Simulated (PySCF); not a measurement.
Vibration and rotation of BeF

UHF-CCSD(T) constants of BeF, ²Σ⁺ (doublet), unpaired electrons σ ↑ (PySCF, no relativity, basis sets Be pcseg-1, F pcseg-1; masses 9.0122 and 18.9984 u):

| Quantity | Value |
| --- | --- |
| ωe | 1193.1 cm⁻¹ |
| ωexe | 7.6 cm⁻¹ |
| Be | 1.3923 cm⁻¹ |
| αe | 0.0154 cm⁻¹ |
| D (centrifugal) | 7.58e-06 cm⁻¹ |
| De to Be + F | 5.07 eV |

(1) Give the vibrational terms G(v) and spacings up to v = 6.

(2) How well does the Morse estimate ωe²/(4ωexe) reproduce De, and what is D0?

Correlated steps freeze 1 core orbital. Correlated levels converge slowly with the basis: in double zeta they bind strong bonds too weakly, by up to about 1 eV, and carry superposition errors of some tenths. The state is the lowest determinant that a PBE0 search found; another state may lie lower at other levels.

## Answers

(1) G(v) = ωe(v+½) − ωexe(v+½)².

| v | G(v) (cm⁻¹) | G(v) − G(v−1) | Bv (cm⁻¹) |
| --- | --- | --- | --- |
| 0 | 594.6 |  | 1.385 |
| 1 | 1772.5 | 1177.9 | 1.369 |
| 2 | 2935.2 | 1162.7 | 1.354 |
| 3 | 4082.7 | 1147.5 | 1.338 |
| 4 | 5215.1 | 1132.3 | 1.323 |
| 5 | 6332.1 | 1117.1 | 1.308 |
| 6 | 7434.0 | 1101.9 | 1.292 |

(2) It gives 5.81 eV, 115 % of the computed De. D0 = De − G(0) = 5.07 − 0.07 = 5.00 eV.
